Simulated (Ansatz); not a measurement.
Reaction (ligand exchange at a W–Cl bond): `[OH][W](=[S])(=[S])[Cl]` + NH₃ → `[NH2][W]([OH])(=[S])=[S]` + HCl

Computed with Ansatz on PBE0-D4/def2-TZVP structures; ΔE is electronic, products minus reactants. CBS: MP2 limit from def2 TZ/QZ plus the TZ coupled-cluster correction, frozen cores. This one scheme is used for every species. Functionals use def2-TZVPP. Elements past krypton have def2 core potentials. For W outer-core shells are correlated without core-valence functions, which leaves a few kJ/mol of doubt a bond. One conformer a species, not always the lowest.

```
           level  ΔE (kJ/mol)  difference from CCSD(T)/CBS
     LDA (SPW92)         42.1                         -5.9
         BLYP-D4         48.8                          0.8
         PBE0-D4         48.4                          0.4
        BHLYP-D4         47.6                         -0.4
         ωB97M-V         44.8                         -3.2
        PBE-QIDH         53.3                          5.3
         LC-ωPBE         38.9                         -9.1
CCSD(T)/def2-SVP         40.4                         -7.6
  MP2/def2-QZVPP         64.1                         16.1
   MP2/CBS(def2)         64.8                         16.8
     CCSD(T)/CBS         48.0                            0
```

Largest T1 diagnostic among the species: 0.022, so the coupled-cluster value is less sure than usual.

Leaving LDA and LC-ωPBE aside and taking each functional with its dispersion term where it has one, the values, not all of them listed here, spread over 12.3 kJ/mol, from CAM-B3LYP-D4 to B97M-V. LDA lies −7.9 kJ/mol from PBE without D4. From BLYP to BHLYP (50 % exact exchange), in def2-TZVPP and without D4, ΔE moves by −3.5 kJ/mol.
